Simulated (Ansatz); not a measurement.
`CC[Te][SiH3]`, 12 atoms. Total charge 0; spin multiplicity 1. Correlated methods include outer-core shells of Te, which these sets cover unevenly. Te: def2 effective core potential. All runs use 4 threads of a server CPU on a shared host. Correlated methods freeze the cores.

(1) Give the basis size and wall time and peak host memory of each of these runs in Ansatz. RKS B2PLYP (frozen core)/def2-TZVPP energy; RKS ωB97M-V/def2-SVP energy; RKS BLYP-D4/def2-TZVPP energy; RKS PBE0-D4/def2-TZVP frequencies; RHF-CCSD(T)/def2-SVP energy; RKS PBE0-D4/def2-TZVP relaxation (6 steps); RKS ωB97M-V/def2-QZVPP energy; direct RPA on PBE orbitals/def2-TZVPP energy; RKS PBE0-D4/def2-QZVPP energy; RKS PBE0-D4/def2-SVP energy; RKS ωB97M-V/def2-TZVPP energy and forces; RKS revPBE-D4/def2-TZVPP energy. (Estimate.)

Answers

(1) Computed: Other jobs shared the machine, so times are rough.

```csv
level,job,functions,wall time,peak host memory (GiB)
RKS PBE0-D4/def2-SVP,energy,112,2.4 s,0.24
RKS BLYP-D4/def2-TZVPP,energy,266,3.7 s,0.35
RKS revPBE-D4/def2-TZVPP,energy,266,3.8 s,0.35
RKS ωB97M-V/def2-SVP,energy,112,8 s,0.38
RKS B2PLYP (frozen core)/def2-TZVPP,energy,266,11 s,0.75
direct RPA on PBE orbitals/def2-TZVPP,energy,266,12 s,0.7
RHF-CCSD(T)/def2-SVP,energy,112,13 s,0.61
RKS PBE0-D4/def2-QZVPP,energy,506,16 s,1.9
RKS ωB97M-V/def2-TZVPP,energy and forces,266,22 s,1
RKS ωB97M-V/def2-QZVPP,energy,506,39 s,2.3
RKS PBE0-D4/def2-TZVP,relaxation (6 steps),197,41 s,0.53
RKS PBE0-D4/def2-TZVP,frequencies,197,5.2 min,0.53
```
